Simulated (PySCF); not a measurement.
Predicted microwave data (PySCF, PBE0-D3(BJ)/def2-SVP geometry optimisation, gas phase) for one isomer of C2H6BNSi:

* Rotational constants: A = 7909, B = 2254, C = 1791 MHz
* Dipole components: |μa| = 1.14 D, |μb| = 0.22 D, |μc| = 0.00 D
* Inertial defect: -5.89 u·Å²
* κ: -0.85

Problem. Which structure is it? (One computed conformer of each.)
A. `[SiH3]C#CBN`
B. `[CH:1]#[C:2][BH:3][NH:4][SiH3:5]` with C2–B3–N4–Si5 0°

Solution. B. It is C#CBN[SiH3], an asymmetric top. The candidates at the same level (rigid rotor, commonest isotopes):

```json
{"SMILES": "C#CBN[SiH3]", "A (MHz)": "7909", "B (MHz)": "2254", "C (MHz)": "1791", "μa (D)": "1.14", "μb (D)": "0.22", "μc (D)": "0.00", "Δ (u·Å²)": "-5.89", "point group": "–", "rotor": "asymmetric top"}
{"SMILES": "NBC#C[SiH3]", "A (MHz)": "25022", "B (MHz)": "1239", "C (MHz)": "1198", "μa (D)": "1.75", "μb (D)": "1.59", "μc (D)": "0.00", "Δ (u·Å²)": "-5.97", "point group": "–", "rotor": "near-prolate asymmetric top"}
```

`NBC#C[SiH3]` has A 216 % too high. No structure here is proved a minimum.
